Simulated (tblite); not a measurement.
Species: C6H9BO2.
Numbering: `[CH2:1]=[CH:2][CH2:3][B@H-:4]1[O:5][CH:6]=[CH:7][CH:8]=[O+:9]1` (hydrogens: H10, H11 on C1; H12 on C2; H13, H14 on C3; H15 on B4; H16 on C6; H17 on C7; H18 on C8)
Bond orders are those of one Lewis drawing.

Computed with GFN2-xTB (tblite), gas phase: L-BFGS steps from a force-field or distance-geometry start until the largest atomic force falls under 0.01 eV/Å.

Step 19: E = -728.8732 eV
```
atom  x, y, z in Å  |  force x, y, z in eV/Å
C1      1.9031    0.3632    1.3692    0.023  -0.043  -0.010
C2      1.6602   -0.7984    0.7858   -0.023   0.012   0.002
C3      1.4098   -0.9832   -0.6747    0.035  -0.010  -0.028
B4     -0.0807   -0.5407   -1.1681    0.023   0.037  -0.014
O5     -1.1499   -1.2211   -0.2875   -0.043  -0.040   0.026
C6     -2.0889   -0.5552    0.2227   -0.045   0.017  -0.007
C7     -2.2350    0.8227    0.1256   -0.010   0.041   0.042
C8     -1.1869    1.5247   -0.4588    0.009  -0.010   0.010
O9     -0.1897    0.9948   -1.0110    0.012   0.047  -0.027
H10     1.9493    1.2796    0.8026    0.027  -0.005   0.031
H11     2.0816    0.4338    2.4294   -0.034   0.078   0.005
H12     1.6225   -1.6940    1.3942   -0.064  -0.006  -0.010
H13     1.5888   -2.0237   -0.9386    0.014  -0.031  -0.029
H14     2.1171   -0.3736   -1.2381    0.035   0.008  -0.013
H15    -0.3353   -0.7855   -2.3070    0.023  -0.063   0.001
H16    -2.8201   -1.1248    0.8016    0.047  -0.044  -0.022
H17    -3.0699    1.3312    0.5657   -0.030   0.017   0.059
H18    -1.1848    2.6166   -0.4247    0.000  -0.003  -0.016
```

Step 20: E = -728.8745 eV
```
atom  x, y, z in Å  |  force x, y, z in eV/Å
C1      1.9038    0.3647    1.3690    0.010  -0.018   0.004
C2      1.6533   -0.7952    0.7863    0.000  -0.024  -0.027
C3      1.4101   -0.9823   -0.6751    0.001  -0.007  -0.036
B4     -0.0807   -0.5441   -1.1713    0.002   0.075  -0.023
O5     -1.1517   -1.2246   -0.2910   -0.023  -0.006   0.012
C6     -2.0872   -0.5560    0.2230   -0.008  -0.005  -0.014
C7     -2.2326    0.8214    0.1281   -0.001   0.031   0.027
C8     -1.1865    1.5231   -0.4589    0.025   0.010   0.006
O9     -0.1916    0.9942   -1.0148    0.038  -0.003  -0.035
H10     1.9544    1.2823    0.8043    0.036  -0.017   0.024
H11     2.0796    0.4343    2.4297   -0.037   0.078   0.009
H12     1.6078   -1.6907    1.3945   -0.061  -0.003  -0.001
H13     1.5886   -2.0232   -0.9396    0.030  -0.017  -0.013
H14     2.1170   -0.3711   -1.2371    0.033   0.000  -0.009
H15    -0.3329   -0.7856   -2.3116    0.021  -0.073   0.014
H16    -2.8134   -1.1244    0.8066    0.005  -0.067  -0.005
H17    -3.0661    1.3292    0.5693   -0.055   0.033   0.079
H18    -1.1807    2.6145   -0.4228   -0.016   0.014  -0.014
```

Problem. Estimate the geometry and energy of step 21. (The exact step hangs on the optimiser's Hessian estimate; all steps are aligned on step 20, rigid shifts and turns removed.)

Solution. E = -728.8760 eV, largest force 0.106 eV/Å
```
atom  x, y, z in Å  |  force x, y, z in eV/Å
C1      1.9049    0.3659    1.3688   -0.009   0.009   0.018
C2      1.6452   -0.7919    0.7865    0.026  -0.056  -0.048
C3      1.4104   -0.9815   -0.6763   -0.031   0.001  -0.033
B4     -0.0807   -0.5466   -1.1757   -0.015   0.091  -0.027
O5     -1.1542   -1.2289   -0.2951    0.006   0.049  -0.012
C6     -2.0856   -0.5570    0.2231    0.028  -0.024  -0.011
C7     -2.2299    0.8206    0.1316    0.009   0.012   0.012
C8     -1.1854    1.5213   -0.4590    0.030   0.029   0.003
O9     -0.1931    0.9935   -1.0199    0.043  -0.052  -0.032
H10     1.9614    1.2850    0.8068    0.047  -0.031   0.009
H11     2.0764    0.4365    2.4303   -0.041   0.065   0.010
H12     1.5892   -1.6867    1.3948   -0.056   0.002   0.003
H13     1.5890   -2.0230   -0.9409    0.041   0.007   0.004
H14     2.1174   -0.3681   -1.2362    0.028  -0.013  -0.003
H15    -0.3300   -0.7874   -2.3168    0.017  -0.076   0.023
H16    -2.8051   -1.1254    0.8125   -0.041  -0.078   0.009
H17    -3.0625    1.3276    0.5750   -0.052   0.038   0.084
H18    -1.1762    2.6123   -0.4209   -0.029   0.028  -0.011
```

The energy changes by -0.0016 eV. The first-order estimate −F·Δx gives -0.0021 eV and the mean of the old and new forces, exact on a quadratic surface, -0.0015 eV. The step makes an angle of 72° with the force vector and moves no atom by more than 0.019 Å.

What follows is the cost of the whole relaxation. Hardware: one thread of an Arm Neoverse N1, on a shared host. Cost: 1.1 s of wall time.
